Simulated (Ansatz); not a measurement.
Cu₂Te₂, relaxed as a singlet with RKS PBE-D4/def2-SVP in Ansatz, starting from the GFN2-xTB geometry. Force threshold 0.02 eV/Å.

In the def2 sets Te takes a core potential; there is no spin–orbit coupling. The relaxation made no stability test and no search for a lower SCF solution. No other spin state of charge 0 was run. The structure comes from a short search, and lower isomers may exist.

Start:

```xyz
4

Cu    0.440    0.529   -1.095
Cu   -0.435   -0.501    1.110
Te    2.039   -0.692    0.485
Te   -2.044    0.664   -0.499
```

| step | energy (eV) | largest force component (eV/Å) | SCF passes |
| --- | --- | --- | --- |
| 1 | -103844.2734 | 0.700 | 68 |
| 2 | -103844.4970 | 0.241 | 44 |
| 3 | -103844.6162 | 0.369 | 33 |
| 4 | -103844.6740 | 0.166 | 28 |
| 5 | -103844.6827 | 0.083 | 24 |
| 6 | -103844.6867 | 0.010 | 24 |

Force components are those of the run's own axes.

End:

```tsv
atom	x (Å)	y (Å)	z (Å)
Cu1	0.5038	0.8742	-0.8853
Cu2	-0.3569	-0.1409	1.2863
Te3	1.7013	-0.9561	0.2273
Te4	-1.8482	0.2227	-0.6283
```

By distances, no bond broke or formed. The bond that changes most is Cu2–Te3, from 2.56 to 2.45 Å (atoms count from 1). The end is the same structure that another start reached, the lowest one found.

No frequencies were taken in this run, so the end may be a saddle point.

It took 7 s on 4 threads of INTEL XEON PLATINUM 8581C on a shared host.
